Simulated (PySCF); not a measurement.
Ionisation energy of Br by level of theory

Br [Ar] 3d10 4s2 4p5 (2P) → Br⁺ [Ar] 3d10 4s2 4p4 (3P), as a difference of total energies. Calculation: PySCF 2.14, in aug-cc-pVTZ-PP with one added diffuse shell each of s, d, f type with ECP10MDF (7s5p5d3f, 68 functions); a scalar-relativistic core potential. Correlated levels: valence: 3s2 3p6 3d10 frozen. The calculations carry no spin-orbit coupling.

Question: Order these methods by the ionisation energy they give, lowest first.
A. MP2 (valence)
B. r2SCANh
C. M06
D. LDA

Answer: A (11.575 eV), C (11.620 eV), B (11.829 eV), D (12.032 eV).

Errors of the correlated levels include the incompleteness of this basis and the frozen core.

For comparison: 11.844 eV (measured; NIST levels, between the centres of gravity of the two terms).
